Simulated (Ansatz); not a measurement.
Gas-phase reaction R1 + R2 → P1, each structure at its B3LYP-D3(BJ)/def2-TZVP stationary point, reached from a drawn start (curvature not checked).
R1, H3O3Si (SMILES O[Si](O)O) (charge 0, multiplicity 2, Z-matrix in Å and degrees):
```
Si
O 1 1.6472
H 2 0.9617 1 117.55
O 1 1.6472 2 108.17 3 -176.72
H 4 0.9617 1 117.55 2 -59.79
O 1 1.6472 2 108.17 3 -59.79
H 6 0.9617 1 117.55 2 -176.71
```
R2, CH3 (SMILES [CH3]) (charge 0, multiplicity 2):
```tsv
atom	x (Å)	y (Å)	z (Å)
C	0.0000	0.0000	0.0001
H	1.0684	-0.1474	0.0293
H	-0.6611	-0.8516	-0.0426
H	-0.4073	0.9990	0.0132
```
P1, CH6O3Si (SMILES C[Si](O)(O)O) (charge 0, multiplicity 1):
```
atom    x (Å)    y (Å)    z (Å)
----  -------  -------  -------
C      1.2323  -0.3371  -0.8631
Si    -0.2436   0.0667   0.1707
O     -1.6134  -0.4766  -0.5682
O     -0.3564   1.6982   0.3768
O     -0.1093  -0.6527   1.6477
H      1.0984   0.0235  -1.8845
H      2.1302   0.1278  -0.4523
H      1.3937  -1.4159  -0.9008
H     -2.1759  -1.0652  -0.0595
H     -1.1829   2.1118   0.1172
H     -0.1731  -0.0805   2.4159
```

P less R. No zero-point or thermal terms; singlets are restricted closed shells; open shells are unrestricted. One arrangement of each flexible species, with no search for the lowest.

Frozen-core correlation throughout.

Run with Ansatz (Gaussian orbitals). All values are computed, each at the level named.

Total energies in hartree:

```tsv
structure	PBE/def2-TZVPP	B3LYP/def2-TZVPP	CCSD(T)/cc-pV(T+d)Z
R1	-516.802225	-517.209700	-516.358032
R2	-39.788963	-39.859898	-39.760977
P1	-556.742063	-557.218567	-556.278209
```

Task: Work out the reaction energy at each level in kcal/mol (1 hartree = 627.50947 kcal/mol), and say how far PBE/def2-TZVPP lies from CCSD(T)/cc-pV(T+d)Z.

Result: 
- PBE/def2-TZVPP: (-556.742063) − (-516.802225) − (-39.788963) = -0.150875 hartree = -94.68 kcal/mol
- B3LYP/def2-TZVPP: (-557.218567) − (-517.209700) − (-39.859898) = -0.148969 hartree = -93.48 kcal/mol
- CCSD(T)/cc-pV(T+d)Z: (-556.278209) − (-516.358032) − (-39.760977) = -0.159200 hartree = -99.90 kcal/mol
PBE/def2-TZVPP less CCSD(T)/cc-pV(T+d)Z: 5.22 kcal/mol. CCSD(T)/cc-pV(T+d)Z is the level counted from, the highest shown, and no exact or measured value.

Ansatz is an electronic-structure program.
